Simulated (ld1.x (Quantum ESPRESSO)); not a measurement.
## Pd, RRKJ: configuration errors across variants

Pd (Z = 46), norm-conserving RRKJ (Kleinman–Bylander form), made with ld1.x (Quantum ESPRESSO) 7.5 (PBEsol, scalar-relativistic). Core [Kr], reference 4d8 5s0 5p0 (charge +2). Waves: 5s (bound, empty): rc 2.05 bohr; 5p (bound, empty): rc 2.20 bohr; 4d (bound): rc 1.90 bohr. Local part: all-electron potential smoothed inside 1.45 bohr (lloc = -2). Core correction: Bessel-smoothed model core, default radius (core density twice the valence density).

All-electron excitation energies from the reference (eV): (1) 4d10 5s0 5p0 -29.938; (2) 4d9 5s0 5p0 -20.818; (3) 4d7 5s0 5p0 34.348; (4) 4d9 5s0 5p1 -24.626; (5) 4d8 5s1 5p0 -16.274; (6) 4d6 5s0 5p0 83.672; (7) 4d9 5s1 5p0 -28.427.

The default core radius of the base comes out at 0.88 bohr.

5 further variants failed, have other tests or another functional or relativity, and are left out.

A true bound ghost makes a file unfit for plane-wave use even where its test errors are small: the radial tests pick states by their node count and pass the ghost by.

Errors AE − PS in meV (a dash: test not solved or not reliable):

```csv
change,(1),(2),(3),(4),(5),(6),(7),bound ghosts
base,-148,-59,-113,-8.9,-11,-534,-43,s
core correction Bessel-smoothed model core inside 0.90 bohr,-148,-59,-113,-8.9,-11,-534,-43,s
local potential all-electron potential smoothed inside 1.75 bohr (lloc = -1),-155,-62,-116,-11,-10.0,-549,-38,s
local potential all-electron potential smoothed inside 2.52 bohr (lloc = -2),-309,-114,-181,-75,-9.7,-806,-76,none
wave 4d (bound): rc 1.90 bohr becomes 4d (bound): rc 1.14 bohr,-142,-60,-126,-7.0,-13,-630,-38,s
```

Question: Give the same row for: type TM; local potential the s channel.

Answer: -394, -146, -236, -110, -9.1, -1062, -104; bound ghosts: none.
